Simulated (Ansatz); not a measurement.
A nudged elastic band was laid between two geometries of F2H2Si + H2O (8 atoms, charge 0, multiplicity 1).

Theory: RHF/def2-SVP in Ansatz 0.2.0.

```yaml
movable_images: 7
climbing_image: yes
spring: 5.0 eV/Å²
optimiser: quadratic models (default)
start_path: straight line
force_threshold: 0.03 eV/Å
iteration_limit: 60
end_points: relaxed
```

Image 0:

```xyz
8
Properties=species:S:1:pos:R:3
Si 0.382 -0.033 -0.060
H 0.695 -0.311 1.337
F 1.776 0.252 -0.803
F -0.430 1.346 -0.191
H -0.281 -1.090 -0.819
O -2.122 -0.361 1.213
H -2.831 -0.858 0.832
H -2.391 0.546 1.170
```

Image 8:

```xyz
8
Properties=species:S:1:pos:R:3
Si -0.637 -0.356 -0.832
H -0.752 1.124 3.082
F 0.883 -0.006 -1.159
F -1.286 1.026 -0.363
H -1.307 -0.849 -2.021
O -0.730 -1.446 0.355
H -0.394 -1.293 1.226
H -0.979 1.293 2.390
```

What changes between the two ends?

Bonds broken: Si1–H2, O6–H8. Bonds formed: Si1–O6, H2–H8. F2H2Si + H2O becomes F2H2OSi + H2.

What energy profile does the band end with?

The run converged. The highest image is number 3 of 0 to 8, 238.2 kJ/mol above the first end and 300.9 kJ/mol above the last; the last end lies 62.8 kJ/mol below the first. The profile has 2 maxima (images 1, 3) with wells between them (image 2): this band takes more than one step, which may be the mechanism or a detour left from its start path. Neighbouring images differ by up to 2.6 eV, so the band resolves the path poorly. Another band between the same ends (7 images) ends at a top of the same energy, where a vibrational analysis finds 1 clearly imaginary mode. The orbitals stay closed-shell, which can raise the energy where a bond breaks towards radicals; this wasn't checked here.

```csv
image,path coordinate (Å),energy (kJ/mol),Si1–H2 (Å),O6–H8 (Å),Si1–O6 (Å)
0,0.00,0.0,1.46,0.95,2.83
1,2.60,13.4,1.46,0.95,3.33
2,5.20,1.0,1.46,0.95,2.89
3,7.80,238.2,1.71,1.14,1.81
4,8.89,-16.5,2.55,2.03,1.63
5,9.98,-56.7,3.11,3.03,1.61
6,11.07,-62.4,3.54,3.68,1.61
7,12.16,-62.2,3.85,3.48,1.61
8,13.26,-62.8,4.19,3.42,1.61
```

What is the geometry of the highest image?


```xyz
8
Properties=species:S:1:pos:R:3
Si -0.378 0.164 -0.168
H -0.205 0.789 1.409
F 1.144 -0.338 -0.080
F -0.621 1.674 -0.653
H -0.831 -0.558 -1.366
O -1.527 -0.677 0.945
H -1.869 -1.565 0.963
H -0.916 0.003 1.627
```

The band took 42 iterations and of the order of 5 core-minutes.

The run took 4.5 min on 1 thread of AMD EPYC 7R43 64-Core Processor (Zen 3) (shared host), peak memory 0.15 GiB.
